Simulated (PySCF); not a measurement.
One of the candidates below gave these computed data.

All candidates are C3H12BN.

| technique | computed result |
| --- | --- |
| Polarisability | 67.1 au [PBE0/def2-SVPD] |
| UV, first state | lowest singlet excitation: 6.53 eV (190 nm, f = 0.012) [TDDFT PBE0/def2-SVPD] |
| Rotational structure | rotational constants A, B, C: 11.521, 2.317, 2.134 GHz [PBE0-D3(BJ)/def2-SVP] |
| Dipole | 5.86 D [PBE0/def2-SVPD] |

Gas-phase values; electronic properties from PySCF, density fitting. Levels stand in brackets. One conformer (not necessarily the lowest) at the PBE0-D3(BJ)/def2-SVP geometry, without solvent, vibrations or thermal averaging.

Problem. Which candidate is it?
A. `CC(C)[BH2-][NH3+]`
B. `C[BH2-][NH2+]CC`
C. `[BH3-][NH2+]CCC`

Solution. C. It is `[BH3-][NH2+]CCC`. Numbering: `[BH3-:1][NH2+:2][CH2:3][CH2:4][CH3:5]`. The optimised geometry has point group C1 and is an asymmetric top.

The others, at the same levels:
- `C[BH2-][NH2+]CC` fails: its computed lowest singlet excitation is 6.22 eV (199 nm, f = 0.002) (against 6.53 eV), rotational constant A is 15.675 GHz (against 11.521 GHz) and smallest rotational constant is 1.816 GHz (against 2.134 GHz).
- `CC(C)[BH2-][NH3+]` fails: its computed lowest singlet excitation is 5.82 eV (213 nm, f = 0.004) (against 6.53 eV), rotational constant A is 7.145 GHz (against 11.521 GHz) and smallest rotational constant is 2.396 GHz (against 2.134 GHz).

Each candidate is one conformer, not necessarily the lowest. Dipoles, sizes and rotational constants follow the conformer. The torsions of the flexible species, by atom-mapped SMILES:
- `[BH3-:1][NH2+:2][CH2:3][CH2:4][CH3:5]`: B1–N2–C3–C4 178°, N2–C3–C4–C5 63°
- `[CH3:1][BH2-:2][NH2+:3][CH2:4][CH3:5]`: C1–B2–N3–C4 180°, B2–N3–C4–C5 180°
- `[CH3:1][CH:2]([CH3:3])[BH2-:4][NH3+:5]`: C1–C2–B4–N5 59°
